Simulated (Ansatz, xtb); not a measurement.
## C4H3Cl2N: which of two isomers lies lower

We compare I, `N#C/C=C(/Cl)CCl`, a singlet, with II, `C/C(Cl)=C(\Cl)C#N`, a singlet. Both are isolated molecules in the gas phase, relaxed with PBE0-D3(BJ)/def2-SVP; the shapes shown needn't be the lowest conformers.

I (Å):

```csv
atom,x (Å),y (Å),z (Å)
C,0.7103,-0.4600,-3.0406
C,0.3254,-1.0814,-1.8205
C,-0.6587,-0.5903,-1.0430
C,-1.4509,0.6362,-1.3464
Cl,-1.0696,-1.3940,0.4185
Cl,-3.1723,0.2468,-1.6033
N,1.0352,0.0412,-4.0354
H,0.8673,-1.9812,-1.5191
H,-1.3947,1.3414,-0.5054
H,-1.0707,1.1189,-2.2557
```

II (Å):

```yaml
atoms:
  - { symbol: C, position_ang: [-1.2589, 0.6269, 0.8860] }
  - { symbol: C, position_ang: [-1.4206, -0.7881, 0.4711] }
  - { symbol: C, position_ang: [-0.9345, -1.3495, -0.6588] }
  - { symbol: C, position_ang: [-1.1243, -2.7192, -1.0016] }
  - { symbol: Cl, position_ang: [-2.3186, -1.7797, 1.5573] }
  - { symbol: Cl, position_ang: [-0.0201, -0.4362, -1.8123] }
  - { symbol: N, position_ang: [-1.2569, -3.8275, -1.3156] }
  - { symbol: H, position_ang: [-0.7500, 0.6750, 1.8614] }
  - { symbol: H, position_ang: [-0.6794, 1.1901, 0.1453] }
  - { symbol: H, position_ang: [-2.2475, 1.0959, 1.0098] }
```

Task: Estimate which is lower in electronic energy at CCSD(T)/def2-SVP + ΔMP2/def2-TZVPP, and by roughly how much.

Result: Not settled: CCSD(T)/def2-SVP + ΔMP2/def2-TZVPP gives E(II) − E(I) = +0.047 eV, but this leans on the basis-set step: CCSD(T) alone gives −0.028 eV.

Level by level:

```json
{"level": "GFN2-xTB", "geometry": "GFN2-xTB", "E(II) − E(I) (eV)": "−0.229", "departure from the last row (eV)": "−0.276", "job, with rough time for the two": "optimisation, 0.24 s"}
{"level": "HF/STO-3G", "geometry": "GFN2-xTB", "E(II) − E(I) (eV)": "−0.022", "departure from the last row (eV)": "−0.069", "job, with rough time for the two": "single point, 0.64 s"}
{"level": "r2SCAN-D4/def2-SVP", "geometry": "GFN2-xTB", "E(II) − E(I) (eV)": "−0.051", "departure from the last row (eV)": "−0.099", "job, with rough time for the two": "single point, 4.1 s"}
{"level": "PBE0-D3(BJ)/def2-SVP", "geometry": "PBE0-D3(BJ)/def2-SVP", "E(II) − E(I) (eV)": "−0.029", "departure from the last row (eV)": "−0.077", "job, with rough time for the two": "optimisation, 58 s"}
{"level": "HF/def2-SVP", "geometry": "PBE0-D3(BJ)/def2-SVP", "E(II) − E(I) (eV)": "+0.129", "departure from the last row (eV)": "+0.082", "job, with rough time for the two": "part of the CCSD(T) run"}
{"level": "MP2/def2-SVP", "geometry": "PBE0-D3(BJ)/def2-SVP", "E(II) − E(I) (eV)": "−0.060", "departure from the last row (eV)": "−0.107", "job, with rough time for the two": "part of the CCSD(T) run"}
{"level": "CCSD(T)/def2-SVP", "geometry": "PBE0-D3(BJ)/def2-SVP", "E(II) − E(I) (eV)": "−0.028", "departure from the last row (eV)": "−0.076", "job, with rough time for the two": "single point"}
{"level": "CCSD(T)/def2-SVP + ΔMP2/def2-TZVPP", "geometry": "PBE0-D3(BJ)/def2-SVP", "E(II) − E(I) (eV)": "+0.047", "departure from the last row (eV)": "", "job, with rough time for the two": "single point, 59 s"}
```

As drawn, both hold the same kinds of bond in the same numbers. Structure I has 0 methyl groups, II 1.

GFN2-xTB, HF/STO-3G, r2SCAN-D4/def2-SVP, PBE0-D3(BJ)/def2-SVP, MP2/def2-SVP, CCSD(T)/def2-SVP put the two in the other order. The largest departure from CCSD(T)/def2-SVP + ΔMP2/def2-TZVPP is that of GFN2-xTB, 0.276 eV. The last row adds to CCSD(T) the change of the MP2 difference between the two basis sets, here +0.076 eV.

With thermal terms from frequencies at re-optimised GFN2-xTB minima (ideal gas, soft modes damped towards free rotors, one conformer each, 298.15 K, 1 atm): the zero-point term adds −0.008 eV; ΔH is +0.052 and ΔG +0.030 eV.

The correlated steps freeze 15 core orbitals. Codes used: Ansatz 0.2.0, xtb 6.7.1; the last row on 2 threads of Intel(R) Xeon(R) Processor @ 2.70GHz on a shared host.
